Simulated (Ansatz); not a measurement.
C2H3NO, SMILES `C=NC=O` (C–N–C–O torsion 67°) (charge 0, multiplicity 1).

Level of theory: r2SCAN/cc-pVTZ // B3LYP-D3(BJ)/def2-TZVP run with Ansatz (a quantum-chemistry and plane-wave program).

Ansatz 0.2 input:
```yaml
crystal:
  periodic: [false, false, false]
  atoms:
    - { symbol: C, position_ang: [1.154847, 0.001628, -0.076513] }
    - { symbol: N, position_ang: [0.070295, -0.58515, -0.338619] }
    - { symbol: C, position_ang: [-1.163981, -0.083623, 0.076523] }
    - { symbol: O, position_ang: [-1.657057, 0.939303, -0.321146] }
    - { symbol: H, position_ang: [2.086428, -0.401107, -0.467821] }
    - { symbol: H, position_ang: [1.210436, 0.907238, 0.533504] }
    - { symbol: H, position_ang: [-1.687313, -0.778917, 0.755787] }
basis:
  gaussian: { orbitals: cc-pVTZ }
hamiltonian:
  xc: r2scan
```

Output:

```
Functional definition: r2SCAN
850 factors; their error is unknown
mean field evaluation 1: about -5652.0863 eV, gradient 5.5e1 eV
mean field evaluation 2: about -5643.0061 eV, gradient 8.7e1 eV
mean field evaluation 4: about -5657.6680 eV, gradient 5.8e0 eV
mean field evaluation 8: about -5657.7366 eV, gradient 5.5e-2 eV
mean field evaluation 16: about -5657.7221 eV, gradient 4.5e-5 eV
mean field -5657.72206316 eV, -207.9174508792 hartree, gradient 4.5e-5 eV, S^2 0.000000; 0 other end points of the search recorded, 0 dependent functions left out
reference -5657.72207164 eV, -207.9174511910 hartree; 15, 15 occupied and 147, 147 virtual orbitals, 850 factors
Total energy: -5657.72207164 eV, -207.9174511910 hartree
```
